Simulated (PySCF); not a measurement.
# Stationary points of LuH3

Method: BP86/[Lu def2-TZVP with ECP28, H def2-TZVP], scalar-relativistic core potentials, density fitting, no spin–orbit coupling, PySCF.

Relaxations began from a few typed shapes. The search is not exhaustive: other isomers or separated fragments can lie lower, and high-lying points may rest on an excited occupation.

Question: Which is the lowest minimum found?
A. singlet D3h: Lu–H 1.940 Å (×3); H–Lu–H 120.0° (×3)
B. singlet C3v: Lu–H 1.930 Å (×3); H–Lu–H 113.7° (×3)

Answer: B. The others lie at 2.5 (singlet D3h, a saddle point) kJ/mol above it.

Formally Lu is in oxidation state +3, d0. A d0 centre has no lone pair, yet it is C3v rather than trigonal planar: covalent bonding through the d orbitals favours lower symmetry. The polar-tensor charge on Lu, 1.36, is far below the formal one.
